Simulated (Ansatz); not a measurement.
Born–Oppenheimer molecular dynamics of Ge$_{2}$H$_{11}$NOSi (16 atoms, charge 0, multiplicity 1). It starts at the highest image of a converged band, a first-order saddle point between two minima.

Computed with RKS PBE/def2-SVP (Ansatz).

```
ensemble                      : NVE (velocity Verlet)
time step                     : 0.5 fs
steps asked                   : 200
starting velocities drawn for : 300 K
seed                          : 2102
```

First frame:

```xyz
16
Properties=species:S:1:pos:R:3
Ge 0.045 0.641 -0.300
O -0.500 0.453 1.760
H -1.427 0.689 1.955
H 0.758 1.275 -1.583
Ge -2.314 1.059 -0.844
H -3.272 0.202 0.032
H -2.640 2.551 -0.543
H -2.635 0.806 -2.344
H 0.592 -0.811 -0.270
N 1.193 1.910 0.952
H 2.129 1.494 1.069
Si 1.227 3.666 0.629
H 1.811 3.950 -0.726
H -0.197 4.134 0.684
H 2.043 4.368 1.679
H 0.428 1.438 1.719
```

**Question.** How far do the bonds stretch over the last three quarters of this one trajectory? (Pairs bonded in most of those frames.)

**Answer.** 
| bond | mean (Å) | spread (Å) | shortest | longest |
| --- | --- | --- | --- | --- |
| Ge1–H4 | 1.573 | 0.016 | 1.55 | 1.61 |
| Ge1–Ge5 | 2.446 | 0.035 | 2.39 | 2.50 |
| Ge1–H9 | 1.554 | 0.006 | 1.54 | 1.56 |
| Ge1–N10 | 1.915 | 0.072 | 1.79 | 2.05 |
| O2–H3 | 0.976 | 0.014 | 0.95 | 1.01 |
| O2–H16 | 1.009 | 0.080 | 0.88 | 1.16 |
| Ge5–H6 | 1.551 | 0.010 | 1.53 | 1.57 |
| Ge5–H7 | 1.554 | 0.006 | 1.54 | 1.57 |
| Ge5–H8 | 1.555 | 0.020 | 1.52 | 1.59 |
| N10–H11 | 1.030 | 0.007 | 1.02 | 1.04 |
| N10–Si12 | 1.770 | 0.037 | 1.71 | 1.83 |
| Si12–H13 | 1.512 | 0.020 | 1.48 | 1.54 |
| Si12–H14 | 1.505 | 0.018 | 1.48 | 1.53 |
| Si12–H15 | 1.506 | 0.012 | 1.49 | 1.53 |

Mean temperature of the second half: 499 K. The conserved energy stayed within 0.32 meV per atom of its start (net change -0.2 meV per atom), so the integration is sound. The kinetic energy rose, since the run started high on the potential surface and went downhill. It ends in pieces (Ge2H9NSi + H2O), so much of that is their flight and rotation, not heat. A run of 0.1 ps of so small a system gives no equilibrium averages. The orbitals stay closed-shell, which can raise the energy where a bond breaks towards radicals; this wasn't checked here.

Time of the run: 3.4 min on 4 threads of AMD EPYC 9R45 96-Core Processor (Zen 5), on a shared host, peak memory 0.29 GiB.
